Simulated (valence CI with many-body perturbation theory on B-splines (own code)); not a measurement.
## Hf⁵⁹⁺: electric-dipole lines

Calculated by relativistic CI+MBPT: three valence electrons over a frozen Dirac-Fock core [Ne], a basis of 11 s, 11 p, 9 d, 7 f, 5 g, 2 h, 1 i functions for each j, with the one-electron correlation potential Σ1 (screened to all orders), the two-electron term Σ2, the three-electron term Σ3, Breit, model QED; selected single and double excitations, second order for the rest (own B-spline code, finite nucleus).

No measured spectrum was set against this ion. As an estimate, large intervals hold to a few tenths of a per cent, small ones and those within an open d or f shell to about a per cent.

Lines 101 to 150 of 255 in falling wavelength, among levels below 1335.1 eV, chosen from the strongest by gf and those to the six lowest levels. Wavelengths and rates use the calculated energies. Electric multipoles are in the length gauge, E1 and E2 with the static RPA response of the core. Weak lines are less certain than strong ones. Lines between different terms over intervals too small for the method are left out, as are lines whose strength nearly cancels. The highest levels of a list are the least certain.

Levels are named by their leading jj configuration (3d3/2^4 stands for four electrons in 3d with j = 3/2), which in mixed levels can hold well under half, so a name can repeat and another be missing. Letters in brackets count levels of one name in rising energy.

| λ vac (Å) | Upper | Lower | A (s⁻¹) | log gf | Branch % |
| --- | --- | --- | --- | --- | --- |
| 26.24 | (3p1/2 3p3/2 3d5/2) J=5/2 [a] | (3s 3p1/2 3d5/2) J=5/2 [b] | 5.94e+11 | -0.43 | 42.8 |
| 26.18 | (3p1/2 3p3/2 3d3/2) J=5/2 [a] | (3s 3p1/2 3d3/2) J=5/2 | 3.11e+11 | -0.72 | 35.5 |
| 26.13 | (3p1/2 3p3/2^2) J=3/2 | (3s 3p1/2 3p3/2) J=3/2 [b] | 2.52e+11 | -0.99 | 9.8 |
| 26.13 | (3p1/2 3p3/2 3d5/2) J=9/2 | (3s 3p1/2 3d5/2) J=7/2 | 6.52e+11 | -0.18 | 91.6 |
| 25.87 | (3s 3p3/2 3d3/2) J=3/2 [b] | (3s^2 3d3/2) J=3/2 | 8.91e+11 | -0.45 | 26.5 |
| 25.87 | (3p1/2 3p3/2 3d3/2) J=3/2 [b] | (3s 3p1/2 3d3/2) J=3/2 [b] | 1.88e+11 | -1.12 | 6.8 |
| 25.82 | (3p1/2 3p3/2 3d5/2) J=7/2 [a] | (3s 3p1/2 3d5/2) J=5/2 [a] | 1.03e+12 | -0.08 | 81.0 |
| 25.81 | (3p1/2 3p3/2 3d3/2) J=5/2 [b] | (3s 3p1/2 3d3/2) J=3/2 [b] | 9.92e+11 | -0.23 | 40.5 |
| 25.77 | (3p1/2 3p3/2 3d3/2) J=3/2 [a] | (3s 3p1/2 3d3/2) J=5/2 | 3.47e+11 | -0.86 | 22.8 |
| 25.76 | (3p3/2^3) J=3/2 | (3s 3p3/2^2) J=3/2 | 3.03e+12 | 0.08 | 66.4 |
| 25.75 | (3p1/2 3p3/2 3d5/2) J=5/2 [b] | (3s 3p1/2 3d5/2) J=3/2 | 2.81e+11 | -0.78 | 17.8 |
| 25.70 | (3p1/2 3p3/2 3d5/2) J=5/2 [a] | (3s 3p1/2 3d5/2) J=7/2 | 1.91e+11 | -0.95 | 13.8 |
| 25.63 | (3s 3p3/2 3d5/2) J=7/2 [b] | (3s^2 3d5/2) J=5/2 | 1.64e+12 | 0.11 | 86.8 |
| 25.61 | (3p1/2 3p3/2 3d5/2) J=7/2 [b] | (3s 3p1/2 3d5/2) J=5/2 [b] | 1.88e+11 | -0.83 | 20.3 |
| 25.55 | (3p1/2 3p3/2 3d3/2) J=3/2 [b] | (3s 3p1/2 3d3/2) J=1/2 | 1.98e+11 | -1.11 | 7.1 |
| 25.54 | (3p1/2^2 3p3/2) J=3/2 | (3s 3p1/2^2) J=1/2 | 2.64e+11 | -0.99 | 78.4 |
| 25.53 | (3p1/2 3p3/2 3d3/2) J=5/2 [a] | (3s 3p1/2 3d3/2) J=3/2 [a] | 2.54e+11 | -0.83 | 29.0 |
| 25.41 | (3p3/2^3) J=3/2 | (3s 3p3/2^2) J=1/2 | 7.74e+11 | -0.52 | 17.0 |
| 25.41 | (3p1/2 3p3/2 3d3/2) J=7/2 | (3s 3p1/2 3d3/2) J=5/2 | 1.18e+12 | -0.04 | 94.1 |
| 25.39 | (3s 3p1/2 3p3/2) J=3/2 [b] | (3s^2 3p1/2) J=1/2 | 6.27e+11 | -0.62 | 96.5 |
| 25.31 | (3p1/2 3p3/2 3d3/2) J=1/2 [b] | (3s 3p1/2 3d3/2) J=1/2 | 5.79e+11 | -0.95 | 25.4 |
| 25.27 | (3p1/2 3p3/2^2) J=5/2 | (3s 3p1/2 3p3/2) J=5/2 | 3.44e+11 | -0.70 | 31.4 |
| 25.26 | (3p1/2 3p3/2^2) J=1/2 | (3s 3p1/2 3p3/2) J=3/2 [b] | 1.43e+12 | -0.56 | 73.4 |
| 25.23 | (3p1/2 3p3/2 3d5/2) J=3/2 [a] | (3s 3p1/2 3d5/2) J=5/2 [a] | 3.54e+11 | -0.87 | 27.1 |
| 25.22 | (3p1/2 3p3/2 3d5/2) J=1/2 | (3s 3p1/2 3d5/2) J=3/2 | 4.88e+11 | -1.03 | 47.6 |
| 25.18 | (3s 3p3/2 3d3/2) J=5/2 [b] | (3s^2 3d3/2) J=3/2 | 3.15e+12 | 0.26 | 80.3 |
| 25.14 | (3p1/2 3p3/2 3d3/2) J=3/2 [a] | (3s 3p1/2 3d3/2) J=3/2 [a] | 5.02e+11 | -0.72 | 33.0 |
| 25.09 | (3p1/2 3p3/2 3d5/2) J=7/2 [b] | (3s 3p1/2 3d5/2) J=7/2 | 2.35e+11 | -0.75 | 25.2 |
| 25.04 | (3p1/2 3p3/2^2) J=3/2 | (3s 3p1/2 3p3/2) J=5/2 | 2.30e+11 | -1.06 | 8.9 |
| 25.00 | (3p1/2 3p3/2 3d3/2) J=1/2 [a] | (3s 3p1/2 3d3/2) J=3/2 [a] | 1.12e+12 | -0.68 | 67.8 |
| 24.98 | (3p1/2 3p3/2 3d5/2) J=5/2 [b] | (3s 3p1/2 3d5/2) J=7/2 | 1.08e+11 | -1.22 | 6.9 |
| 24.93 | (3s 3p3/2 3d3/2) J=1/2 [b] | (3s^2 3d3/2) J=3/2 | 2.57e+12 | -0.32 | 58.7 |
| 24.90 | (3s 3p1/2 3p3/2) J=1/2 | (3s^2 3p1/2) J=1/2 | 2.20e+12 | -0.39 | 98.7 |
| 24.89 | (3s 3p3/2^2) J=1/2 | (3s^2 3p3/2) J=3/2 | 1.59e+12 | -0.53 | 99.6 |
| 24.85 | (3s 3p1/2 3d3/2) J=3/2 [a] | (3s 3p1/2^2) J=1/2 | 2.30e+11 | -1.07 | 80.3 |
| 24.85 | (3p1/2 3p3/2 3d3/2) J=5/2 [a] | (3p1/2^2 3p3/2) J=3/2 | 2.58e+11 | -0.84 | 29.5 |
| 24.81 | (3p1/2 3p3/2 3d5/2) J=3/2 [b] | (3s 3p1/2 3d5/2) J=5/2 [b] | 9.51e+11 | -0.45 | 60.1 |
| 24.68 | (3s 3p3/2 3d3/2) J=3/2 [a] | (3s 3p1/2 3p3/2) J=3/2 [b] | 2.91e+10 | -1.97 | 1.6 |
| 24.63 | (3s 3p3/2 3d5/2) J=3/2 [b] | (3s^2 3d5/2) J=5/2 | 2.02e+12 | -0.13 | 86.0 |
| 24.60 | (3s 3p3/2 3d3/2) J=1/2 [a] | (3s 3p1/2 3p3/2) J=3/2 [b] | 1.97e+11 | -1.45 | 14.2 |
| 24.57 | (3s 3p3/2^2) J=3/2 | (3s^2 3p3/2) J=3/2 | 3.23e+12 | 0.07 | 99.9 |
| 24.52 | (3s 3p3/2 3d5/2) J=5/2 [b] | (3s^2 3d5/2) J=5/2 | 1.76e+12 | -0.02 | 74.5 |
| 24.50 | (3s 3p3/2 3d3/2) J=5/2 [a] | (3s 3p1/2 3p3/2) J=3/2 [b] | 2.16e+11 | -0.93 | 9.2 |
| 24.48 | (3p1/2 3p3/2 3d3/2) J=3/2 [a] | (3p1/2^2 3p3/2) J=3/2 | 5.50e+11 | -0.70 | 36.1 |
| 24.43 | (3p1/2 3p3/2 3d5/2) J=7/2 [b] | (3s 3p1/2 3d5/2) J=5/2 [a] | 1.46e+11 | -0.98 | 15.7 |
| 24.40 | (3p1/2 3p3/2^2) J=5/2 | (3s 3p1/2 3p3/2) J=3/2 [a] | 6.55e+10 | -1.45 | 6.0 |
| 24.35 | (3p1/2 3p3/2 3d3/2) J=1/2 [a] | (3p1/2^2 3p3/2) J=3/2 | 4.79e+11 | -1.07 | 28.9 |
| 24.32 | (3p1/2 3p3/2 3d5/2) J=5/2 [b] | (3s 3p1/2 3d5/2) J=5/2 [a] | 6.38e+11 | -0.47 | 40.3 |
| 24.22 | (3p1/2 3p3/2 3d3/2) J=5/2 [b] | (3s 3p1/2 3d3/2) J=5/2 | 2.85e+11 | -0.82 | 11.6 |
| 24.19 | (3p1/2 3p3/2^2) J=3/2 | (3s 3p1/2 3p3/2) J=3/2 [a] | 1.06e+12 | -0.43 | 41.4 |
